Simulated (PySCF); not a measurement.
**Electronic structure of Ge (germanium, neutral) at the BLYP level**

Configuration: [Ar] 3d10 4s1 4p2 4d1, one real determinant (an excited configuration). Computed with PySCF 2.14 in aug-cc-pVQZ-DK (8s7p5d3f2g, 93 functions), with scalar relativity by spin-free X2C-1e.

```json
{
  "Total energy": "-2098.355 hartree",
  "One-electron energy": "-2914.166 hartree",
  "Hartree (Coulomb) energy": "895.912 hartree",
  "Exchange-correlation energy": "-80.101 hartree",
  "⟨S²⟩": "6.0007",
  "⟨L²⟩": "7.955",
  "Sum of ⟨r⟩": "26.88 bohr",
  "Sum of ⟨r²⟩": "67.51 bohr²",
  "Traceless quadrupole moment −½Σ⟨3z² − r²⟩ along its main axis": "-4.40 e·bohr²",
  "Langevin diamagnetic susceptibility": "-53.5 ×10⁻⁶ cm³/mol"
}
```

```csv
shell,electrons,mean orbital energy (hartree),spread (hartree),"rms radius, mean of both spins (bohr)"
1s α,1,-402.78886,0,0.0542
1s β,1,-402.78359,0,0.0542
2s α,1,-50.64930,0,0.228
2s β,1,-50.64673,0,0.228
2p α,3,-44.31551,0.00358,0.203
2p β,3,-44.31167,0.00565,0.203
3s α,1,-6.38809,0,0.670
3s β,1,-6.38107,0,0.670
3p α,3,-4.45057,0.01408,0.702
3p β,3,-4.44253,0.01665,0.702
3d α,5,-1.28490,0.01362,0.828
3d β,5,-1.27146,0.01769,0.828
4s α,1,-0.60684,0,2.15
4p α,2,-0.28327,0,2.72
4d α,1,-0.01247,0,6.09
```

⟨L²⟩ = 7.95 against 12 for a pure F term, so this real determinant mixes terms. The outer electron is Rydberg-like, and this basis confines it to a smaller radius and binds it less than a complete one would.

Densities and radii are taken from the X2C orbitals without a picture-change correction, which distorts them close to the nucleus.
